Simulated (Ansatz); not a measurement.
A run for Ansatz (a quantum-chemistry and plane-wave program): U-CCSD(T)/cc-pVTZ on CH5Ge (SMILES [CH2][GeH3]), 2S+1 = 2, atoms moved off the minimum. The run froze 15 orbitals, filled d shells among them.

Ansatz 0.2 input:
```yaml
crystal:
  periodic: [false, false, false]
  atoms:
    - {symbol: C, position_ang: [1.56730312, -0.13971987, 0.01455922]}
    - {symbol: Ge, position_ang: [-0.29257428, 0.02369032, -0.02621525]}
    - {symbol: H, position_ang: [2.22548747, 0.58142462, -0.03627432]}
    - {symbol: H, position_ang: [2.05570483, -1.21313796, 0.09203342]}
    - {symbol: H, position_ang: [-0.96292127, -0.38273415, 1.33311914]}
    - {symbol: H, position_ang: [-0.73210863, 1.49577642, -0.29235459]}
    - {symbol: H, position_ang: [-0.96627364, -0.84714089, -1.20075500]}
basis:
  gaussian:
    orbitals: cc-pVTZ
magnetization: {spin_polarized: true, initial_magnetization: 1}
correlation: {method: ccsd_t, electrons: outside_noble_gas}
scf: {omitted_lower_state_checks: [cluster_reference]}
output: {forces: true}
```

Output:

```
Functional definition: HF
[...]
these checks for a lower state are left out or cut short: cluster_reference
integrals: 0.50 GiB planned
826 factors; integrals over basis functions are off by at most 1.1e-3 eV
mean field: 0.49 GiB planned
mean field evaluation 1: about -57580.9299 eV, gradient 1.5e1 eV
mean field evaluation 2: about -57580.9325 eV, gradient 1.5e1 eV
mean field evaluation 4: about -57582.6666 eV, gradient 2.0e0 eV
mean field evaluation 8: about -57582.7159 eV, gradient 2.1e-3 eV
mean field -57582.71591863 eV, -2116.1257790430 hartree, gradient 4.1e-6 eV, S^2 0.763133; 0 other end points of the search recorded, 0 dependent functions left out
15 core orbitals not correlated
reference -57582.71591863 eV, -2116.1257790430 hartree; 7, 6 occupied and 121, 122 virtual orbitals, 826 factors
densities: 1.39 GiB planned
second order -7.42285433 eV of doubles, -0.00000000 eV of singles
coupled cluster: 1.49 GiB planned
cycle   1  -8.19504723 eV  change   -7.7e-1 eV  update   6.6e-2
cycle   2  -8.49006405 eV  change   -3.0e-1 eV  update   2.3e-2
cycle   3  -8.51588651 eV  change   -2.6e-2 eV  update   8.6e-3
cycle   4  -8.51503842 eV  change    8.5e-4 eV  update   3.6e-3
cycle   5  -8.51519415 eV  change   -1.6e-4 eV  update   1.7e-3
cycle   6  -8.51530589 eV  change   -1.1e-4 eV  update   6.1e-4
cycle   7  -8.51548589 eV  change   -1.8e-4 eV  update   2.4e-4
cycle   8  -8.51551097 eV  change   -2.5e-5 eV  update   7.2e-5
cycle   9  -8.51548807 eV  change    2.3e-5 eV  update   2.8e-5
cycle  10  -8.51548529 eV  change    2.8e-6 eV  update   1.0e-5
cycle  11  -8.51548503 eV  change    2.5e-7 eV  update   3.6e-6
cycle  12  -8.51548379 eV  change    1.2e-6 eV  update   1.2e-6
perturbative correction -0.26074955 eV, -0.0095823691 hartree
the calculation of the forces begins
Total energy: -57591.49215196 eV, -2116.4482996692 hartree
Atom 0 at     1.567303    -0.139720     0.014559 Å, force    -0.850254    -6.321077     0.428311 eV/Å
Atom 1 at    -0.292574     0.023690    -0.026215 Å, force    -2.182568     0.076057    -0.455748 eV/Å
Atom 2 at     2.225487     0.581425    -0.036274 Å, force     3.273095     3.821808    -0.262492 eV/Å
Atom 3 at     2.055705    -1.213138     0.092033 Å, force    -1.067755     2.261884    -0.148294 eV/Å
Atom 4 at    -0.962921    -0.382734     1.333119 Å, force     0.204759    -0.049081    -0.296150 eV/Å
Atom 5 at    -0.732109     1.495776    -0.292355 Å, force     0.160024    -0.150747     0.030996 eV/Å
Atom 6 at    -0.966274    -0.847141    -1.200755 Å, force     0.462700     0.361156     0.703377 eV/Å
Dipole moment:     0.177924    -0.021522     0.014830 e Å
Checks for a lower state left out: cluster_reference
```

Self-consistency was reached.

Cost: roughly 5 core-minutes.
